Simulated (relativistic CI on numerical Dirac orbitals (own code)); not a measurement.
**What each ingredient does to the levels of Gd⁵⁺**

Base calculation: Dirac-Coulomb-Breit CI, orbitals from a KLI potential per configuration, a model potential for QED, valence Slater integrals scaled by 0.85, P86 correlation energy added to each configuration.

Configurations in the expansion (outside the closed core [Kr] 4d10 5s2): 4f⁶5p⁵, 4f⁴5p⁶5d, 4f⁴5p⁶6s. The list is cut by size and lacks configurations that can hold low levels.

Variants: (1) no correlation estimate; (2) valence Slater integrals scaled by 0.75; (3) QED terms removed; (4) one mean potential for all configurations. Shifts of the energy above 4f⁶5p⁵ ⁸F°7/2, in cm⁻¹, for the lowest level and the first level of each name with at least 55 % of one term (blank where a level changes its place among those of its configuration and J or its character, or is not in the variant):

| Level | Base | Δ(1) | Δ(2) | Δ(3) | Δ(4) |
| --- | --- | --- | --- | --- | --- |
| 4f⁶5p⁵ ⁸F°7/2 | 0.0 | 0.0 | 0.0 | 0.0 | 0.0 |
| 4f⁶5p⁵ ⁸F°9/2 | 131.4 | 0.0 | +83.9 | -5.8 | -140.8 |
| 4f⁶5p⁵ ⁸F°5/2 | 334.9 | 0.0 | -106.3 | +4.7 | +99.6 |
| 4f⁶5p⁵ ⁸F°11/2 | 731.5 | 0.0 | +127.2 | -11.7 | -300.1 |
| 4f⁶5p⁵ ⁸F°3/2 | 1155.5 | 0.0 | -188.2 | +6.6 | +106.5 |
| 4f⁶5p⁵ ⁸F°13/2 | 1909.6 | 0.0 | +121.3 | -17.8 | -481.2 |
| 4f⁶5p⁵ ⁸F°1/2 | 2342.4 | 0.0 | -133.2 | +3.0 | -49.2 |
| 4f⁶5p⁵ ⁸G°15/2 | 11290.6 | 0.0 | -1084.9 | -17.3 | -231.3 |
| 4f⁶5p⁵ ⁸D°3/2 | 11395.1 | 0.0 | -1627.2 | +9.4 | +446.9 |
| 4f⁶5p⁵ ⁶F°1/2 | 13513.9 | 0.0 | -1784.6 | +8.6 | -42.8 |
| 4f⁶5p⁵ ⁸G°13/2 | 13672.7 | 0.0 | -1270.7 | -16.1 | -315.7 |
| 4f⁶5p⁵ ⁸G°11/2 | 14320.1 | 0.0 | -1451.8 | -11.4 | -232.0 |
| 4f⁶5p⁵ ⁶G°3/2 | 21263.8 | 0.0 | -2794.4 | +8.6 | +253.6 |
| 4f⁶5p⁵ ⁶G°5/2 | 22100.1 | 0.0 | -2649.5 | -1.1 | -7.4 |

At this charge configurations can still be misplaced by up to about 7 % of their energy. Levels and lines within the n = 5 or 6 shells can be off by up to 10 % or somewhat more, and those that change n by about 2 %, since core polarisation is missing.

LS names give the leading component of a level, which can be under half, so a name can repeat, a term be missing and a line seem to break the LS rules.
